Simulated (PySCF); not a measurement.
CH₈FNSi₂.

```xyz
13

N     -1.3884     0.3088     1.3220
Si    -1.5210    -0.2926    -0.3044
Si     0.6029     0.0777    -1.2168
C      1.6946     0.5508     0.2772
F      1.5250    -0.4237     1.2708
H     -0.5867    -0.0075     1.8616
H     -2.2161     0.3813     1.9051
H     -2.5700     0.4942    -1.0198
H     -1.8977    -1.7371    -0.4574
H      0.6314     1.2171    -2.1847
H      1.1731    -1.1274    -1.8892
H      1.3767     1.5230     0.6914
H      2.7689     0.6126     0.0349
```
Charge 0, spin multiplicity 1.

Geometry: ωB97X-D3(BJ)/def2-SVP. This is a generated structure with no PubChem entry under its InChIKey; it may be hypothetical. The values are those of a single conformer.

Level of theory: PBE/pcSseg-1 (PySCF). Non-relativistic, no solvent.

### Question
Give the absolute GIAO shielding of each atom: isotropic value and principal components (ppm). (The exact figures need the calculation; the answer reports its results.)

### Answer

```
atom  σ(iso)    σ11    σ22    σ33   span
----  ------  -----  -----  -----  -----
N1     263.8  223.9  256.6  310.8   86.9
Si2    389.1  336.8  361.8  468.7  131.9
Si3    412.3  375.8  408.9  452.1   76.3
C4      99.0   40.6   71.5  184.8  144.1
F5     441.3  382.0  460.0  481.9   99.9
H6      30.7   21.2   28.9   42.0   20.8
H7      31.5   23.4   27.5   43.7   20.3
H8      26.1   23.5   24.2   30.8    7.3
H9      25.8   22.0   23.9   31.5    9.5
H10     27.3   24.4   25.0   32.5    8.1
H11     27.2   24.2   25.0   32.3    8.1
H12     26.0   22.3   25.4   30.3    7.9
H13     25.9   21.4   25.6   30.6    9.1
```
